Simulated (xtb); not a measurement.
xtb input (GFN1-xTB):

```bash
xtb mol.xyz --gfn 1 --sp --chrg 1 --uhf 0
```
mol.xyz:
```
5

Ge    -0.18029856    -0.15314215    -0.01733750
O     -1.42229256    -1.32383293    -0.09653532
Cl    -0.41447877     1.75412001    -0.77182363
Cl     1.55615888    -0.78033805     0.88019632
H     -2.26066751    -1.06308099    -0.51525315
```

Output:

```
           -------------------------------------------------
          |                Calculation Setup                |
           -------------------------------------------------

           -------------------------------------------------
          |                 G F N 1 - x T B                 |
           -------------------------------------------------

        Reference                      10.1021/acs.jctc.7b00118
      * Hamiltonian:
        H0-scaling (s, p, d)           1.850000    2.250000    2.000000
        zeta-weighting                 0.000000
      * Dispersion:
        s8                             2.400000
        a1                             0.630000
        a2                             5.000000
        s9                             0.000000
      * Repulsion:
        kExp                           1.500000
        rExp                           1.000000
      * Coulomb:
        alpha                          2.000000
        third order                    atomic
        anisotropic                    false
      * Halogen bond correction:
        rad-scale                      1.300000
        damping                        0.440000

          ...................................................
          :                      SETUP                      :
          :.................................................:
          :  # basis functions                  36          :
          :  # atomic orbitals                  33          :
          :  # shells                           13          :
          :  # electrons                        24          :
          :  # halogen bonds                     2          :
          :  max. iterations                   250          :
          :  Hamiltonian                  GFN1-xTB          :
          :  restarted?                      false          :
          :  GBSA solvation                  false          :
          :  PC potential                    false          :
          :  electronic temp.          300.0000000     K    :
          :  accuracy                    1.0000000          :
          :  -> integral cutoff          0.2500000E+02      :
          :  -> integral neglect         0.1000000E-07      :
          :  -> SCF convergence          0.1000000E-05 Eh   :
          :  -> wf. convergence          0.2000000E-04 e    :
          :  Broyden damping             0.4000000          :
          :  net charge                          1          :
          :  unpaired electrons                  0          :
          ...................................................

 iter      E             dE          RMSdq      gap      omega  full diag
   1    -13.8503184 -0.138503E+02  0.125E+01    3.68       0.0  T
   2    -12.5556627  0.129466E+01  0.120E+01    8.02       1.0  T
   3    -15.0118541 -0.245619E+01  0.298E+00    6.04       1.0  T
   4    -15.0478963 -0.360422E-01  0.194E+00    5.11       1.0  T
   5    -15.0906136 -0.427173E-01  0.335E-01    5.46       1.0  T
   6    -15.0865803  0.403326E-02  0.509E-01    5.37       1.0  T
   7    -15.0904210 -0.384071E-02  0.139E-01    5.44       1.0  T
   8    -15.0907106 -0.289616E-03  0.126E-02    5.46       3.5  T
   9    -15.0907044  0.625891E-05  0.218E-02    5.46       2.1  T
  10    -15.0907112 -0.685352E-05  0.206E-03    5.46      21.7  T
  11    -15.0907113 -0.517314E-07  0.842E-04    5.46      53.1  T
  12    -15.0907113 -0.865652E-08  0.237E-04    5.46     188.5  T
  13    -15.0907113 -0.753275E-09  0.802E-05    5.46     557.9  T
  14    -15.0907113 -0.950831E-10  0.583E-06    5.46    7672.1  T

   *** convergence criteria satisfied after 14 iterations ***

         #    Occupation            Energy/Eh            Energy/eV
      -------------------------------------------------------------
         1        2.0000           -1.1327070             -30.8225
       ...           ...                  ...                  ...
         6        2.0000           -0.7293162             -19.8457
         7        2.0000           -0.7284428             -19.8219
         8        2.0000           -0.6910545             -18.8046
         9        2.0000           -0.6809161             -18.5287
        10        2.0000           -0.6761896             -18.4001
        11        2.0000           -0.6735802             -18.3291
        12        2.0000           -0.6618127             -18.0088 (HOMO)
        13                         -0.4611397             -12.5482 (LUMO)
        14                         -0.4562480             -12.4151
        15                         -0.3510615              -9.5529
        16                         -0.3452228              -9.3940
        17                         -0.3186741              -8.6716
       ...                                ...                  ...
        33                          0.2547386               6.9318
      -------------------------------------------------------------
                  HL-Gap            0.2006731 Eh            5.4606 eV
             Fermi-level           -0.5614762 Eh          -15.2785 eV

 SCC (total)                   0 d,  0 h,  0 min,  0.012 sec
 SCC setup                      ...        0 min,  0.000 sec (  1.662%)
 Dispersion                     ...        0 min,  0.000 sec (  0.535%)
 classical contributions        ...        0 min,  0.000 sec (  0.410%)
 integral evaluation            ...        0 min,  0.003 sec ( 22.076%)
 iterations                     ...        0 min,  0.005 sec ( 40.595%)
 molecular gradient             ...        0 min,  0.004 sec ( 33.002%)
 printout                       ...        0 min,  0.000 sec (  1.527%)

         :::::::::::::::::::::::::::::::::::::::::::::::::::::
         ::                     SUMMARY                     ::
         :::::::::::::::::::::::::::::::::::::::::::::::::::::
         :: total energy             -15.047047582912 Eh    ::
         :: gradient norm              0.022338726350 Eh/a0 ::
         :: HOMO-LUMO gap              5.460592246517 eV    ::
         ::.................................................::
         :: SCC energy               -15.090711295715 Eh    ::
         :: -> electrostatic           0.133966419848 Eh    ::
         :: repulsion energy           0.045514202932 Eh    ::
         :: dispersion energy         -0.001850490128 Eh    ::
         :: halogen bond corr.         0.000000000000 Eh    ::
         :: add. restraining           0.000000000000 Eh    ::
         :: total charge               1.000000000000 e     ::
         :::::::::::::::::::::::::::::::::::::::::::::::::::::

           -------------------------------------------------
          |                Property Printout                |
           -------------------------------------------------

    * Orbital Energies and Occupations

         #    Occupation            Energy/Eh            Energy/eV
      -------------------------------------------------------------
         1        2.0000           -1.1327070             -30.8225
         2        2.0000           -1.1307378             -30.7689
         3        2.0000           -0.9581234             -26.0719
         4        2.0000           -0.8399479             -22.8561
         5        2.0000           -0.7785160             -21.1845
         6        2.0000           -0.7293162             -19.8457
         7        2.0000           -0.7284428             -19.8219
         8        2.0000           -0.6910545             -18.8046
         9        2.0000           -0.6809161             -18.5287
        10        2.0000           -0.6761896             -18.4001
        11        2.0000           -0.6735802             -18.3291
        12        2.0000           -0.6618127             -18.0088 (HOMO)
Note: The following floating-point exceptions are signalling: IEEE_DENORMAL
normal termination of xtb
        13                         -0.4611397             -12.5482 (LUMO)
        14                         -0.4562480             -12.4151
        15                         -0.3510615              -9.5529
        16                         -0.3452228              -9.3940
        17                         -0.3186741              -8.6716
        18                         -0.3108574              -8.4589
        19                         -0.2997979              -8.1579
        20                         -0.2846309              -7.7452
        21                         -0.2675155              -7.2795
        22                         -0.2666182              -7.2551
        23                         -0.2647864              -7.2052
       ...                                ...                  ...
        33                          0.2547386               6.9318
      -------------------------------------------------------------
                  HL-Gap            0.2006731 Eh            5.4606 eV
             Fermi-level           -0.5614762 Eh          -15.2785 eV

  Mulliken/CM5 charges         n(s)   n(p)   n(d)
     1Ge    0.68636  0.67983   1.222  1.236  0.856
     2O    -0.48829 -0.68549   1.707  4.781  0.000
     3Cl    0.18321  0.19928   1.933  4.894 -0.011
     4Cl    0.21885  0.23585   1.931  4.861 -0.011
     5H     0.39986  0.57052   0.600  0.000  0.000

Wiberg/Mayer (AO) data.
largest (>0.10) Wiberg bond orders for each atom

 ---------------------------------------------------------------------------
     #   Z sym  total        # sym  WBO       # sym  WBO       # sym  WBO
 ---------------------------------------------------------------------------
     1  32 Ge   4.353 --     4 Cl   1.569     3 Cl   1.510     2 O    1.261
     2   8 O    2.252 --     1 Ge   1.261     5 H    0.821
     3  17 Cl   1.745 --     1 Ge   1.510     4 Cl   0.133
     4  17 Cl   1.780 --     1 Ge   1.569     3 Cl   0.133
     5   1 H    0.843 --     2 O    0.821
 ---------------------------------------------------------------------------

Topologies differ in total number of bonds
Writing topology from bond orders to xtbtopo.mol

 dipole moment from electron density (au)
     X       Y       Z
  -0.7456   0.3419  -0.4106  total (Debye):    2.332

           -------------------------------------------------
          | TOTAL ENERGY              -15.047047582912 Eh   |
          | GRADIENT NORM               0.022338726350 Eh/α |
          | HOMO-LUMO GAP               5.460592246517 eV   |
           -------------------------------------------------

------------------------------------------------------------------------
------------------------------------------------------------------------
 total:
 SCF:
```

It need not be the lowest isomer of its formula.
